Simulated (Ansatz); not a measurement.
Geometry optimisation, RKS PBE-D4/def2-SVP (Ansatz).

Input:

```yaml
crystal:
  periodic: [false, false, false]
  atoms:
    - { symbol: Al, position_ang: [0.0, 0.0, 0.0] }
    - { symbol: "N", position_ang: [0.0, 0.0, 1.92] }
    - { symbol: H, position_ang: [-0.877, -0.2713, 2.45] }
    - { symbol: H, position_ang: [0.877, 0.2713, 2.45] }
    - { symbol: Cl, position_ang: [1.9312, 0.0, -1.115] }
    - { symbol: Cl, position_ang: [-1.9312, 0.0, -1.115] }
basis:
  gaussian: { orbitals: def2-SVP }
hamiltonian:
  xc: pbe
  dispersion: d4
relax:
  f_tol: 0.02
  max_steps: 40
output:
  orbitals: {}
```

Run as:

```bash
$ ansatz run input.yaml --threads 1 --pin off --max-ram 2048MiB --backend cpu --events-out ev --progress --plain --runs-dir out
```

Where does it end, and by what steps?

It converged. After 6 steps the energy has fallen by 0.602 eV; H3 moved furthest, 0.24 Å.

```csv
step,energy less start (eV),largest force component (eV/Å),accepted
0,0.0000,1.956,yes
1,-0.5057,1.076,yes
2,-0.5812,0.628,yes
3,-0.5828,1.203,yes
4,-0.5980,0.192,yes
5,-0.6013,0.064,yes
6,-0.6015,0.012,yes
```

```xyz
6
Properties=species:S:1:pos:R:3
Al 0.000 0.000 0.038
N 0.000 0.000 1.803
H -0.840 -0.046 2.383
H 0.840 0.046 2.383
Cl 1.823 0.101 -1.009
Cl -1.823 -0.101 -1.009
```

Whether the end is a true minimum wasn't checked by a vibrational analysis.

Run time: 13 s on 1 thread of AMD EPYC 7B13 (Zen 3) (shared host), peak memory 0.17 GiB.
